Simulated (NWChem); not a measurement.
Molecule: SnSe, singlet; SMILES [Sn]=[Se]

Results from NWChem. Low-valent species are run as closed-shell singlets; no triplet was tried in these runs. Structure relaxed at the PBE0/def2-SVP level. def2 effective core potentials on Sn; no spin-orbit coupling. Level: PBE0/def2-SVPD; the question gives the wavelength of the field.

**Question.** Estimate the computed values for field static. Quantities: isotropic polarisability (bohr³); anisotropy (bohr³).

**Answer.** 
```json
{
  "isotropic polarisability (bohr³)": "73.7",
  "anisotropy (bohr³)": "47.2"
}
```
